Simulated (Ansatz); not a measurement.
Consider the ligand exchange at a B–O bond: `NB(N)O[SiH3]` + HCl → `NB(N)Cl` + `O[SiH3]`.

Gas-phase electronic energies from Ansatz, PBE0-D4/def2-TZVP geometries. CCSD(T)/CBS adds triple-zeta CCSD(T) − MP2 to the extrapolated MP2 energy (def2 sets, frozen cores). This one scheme is used for every species. DFT in def2-TZVPP. One conformer a species, not always the lowest.

Is it downhill or uphill in electronic energy at CCSD(T)/CBS, and by how much? (An estimate is asked.)

The calculation gave: Uphill: ΔE = +5.5 kcal/mol.

What do these levels give: CAM-B3LYP-D4, PBE-QIDH, r2SCANh, LC-ωPBE, HF/def2-SVP, CCSD/CBS(def2)? (Estimate.)

Ansatz gave: CAM-B3LYP-D4 6.7, PBE-QIDH 4.5, r2SCANh 4.6, LC-ωPBE 4.3, HF/def2-SVP 7.2, CCSD/CBS(def2) 5.8 kcal/mol.

What do rigid-rotor, harmonic-oscillator terms from PBE0-D4/def2-TZVP frequencies (298.15 K, 1 bar) make of the CCSD(T)/CBS value? (An estimate is asked.)

Computed: ΔZPE = +1.9 kcal/mol, ΔH = +6.6 kcal/mol, ΔS = 2 J/(mol·K), ΔG = +6.4 kcal/mol. Modes under 50 cm⁻¹ make the entropy rough.

Largest T1 diagnostic among the species: 0.011.

Leaving LDA and LC-ωPBE aside and taking each functional with its dispersion term where it has one, the values, not all of them listed here, spread over 3.5 kcal/mol, from revPBE-D4 to BHLYP-D4. LDA lies +2.2 kcal/mol from PBE without D4. The D4 term adds +1.0 kcal/mol with B3LYP and +0.6 kcal/mol with PBE0; it sums over pairs of atoms, weighted by their polarisabilities, and B3LYP, whose exchange is more repulsive, gets the larger term. At CCSD(T), def2-SVP lies +1.2 kcal/mol from the extrapolated value and def2-TZVPP +0.5 kcal/mol.

B3LYP here is the variant with VWN-RPA as its local correlation; programs differ in this.
